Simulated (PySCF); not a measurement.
Input file for PySCF: R-M06-2X/def2-TZVPPD on H2 (SMILES [H][H]).

```python
from pyscf import gto, dft

mol = gto.M(
    atom='''
    H    -0.39781017   -0.77197386   -0.13853253
    H    -0.31462272   -0.32971041    0.45481437
    ''',
    basis='def2-tzvppd',
    charge=0, spin=0, verbose=4, max_memory=1800)
mf = dft.RKS(mol, xc='m062x').density_fit(auxbasis='def2-universal-jkfit')
mf.grids.level = 4
mf.conv_tol = 1e-9
mf.max_cycle = 150
mf.kernel()
mf.dip_moment()
```

### Question
What total energy does the run end on?

### Answer
-1.1689 hartree.
